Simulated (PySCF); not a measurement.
# Exercise with solution: oscillator strength and radiative lifetime

C3H6ClFSi, SMILES C/C(Cl)=C/[SiH2]F.

Coordinates come from a B3LYP-D3(BJ)/def2-SVP optimisation. The structure was generated by enumeration; whether it is a known compound was not checked. Other conformers were not sampled.

TDA-LC-ωPBE/def2-SVPD (PySCF 2.14.0) puts the first singlet state with f over 0.02 at 6.91 eV (vertical), with the transition dipole (0.202, -1.642, 0.000) in atomic units.

Q: Find the oscillator strength, the wavelength and the radiative lifetime that this transition would have in vacuum if emission retraced absorption.

A: 
|μ|² = 2.7370 au, so |μ| = 4.20 D. ΔE = 6.91/27.211 = 0.2539 hartree. f = (2/3) ΔE |μ|² = 0.463 (the program prints 0.463).
λ = 1239.84/6.91 = 179 nm; ν = 55733 cm⁻¹.
Einstein's coefficient A = 0.6670 ν² f s⁻¹ (ν in cm⁻¹) = 9.6e8 s⁻¹, so τ = 1/A = 1.0 ns. This state is S1. The figure is the radiative limit of this one transition; relaxation, internal conversion, crossing to triplets and a medium change what is measured.
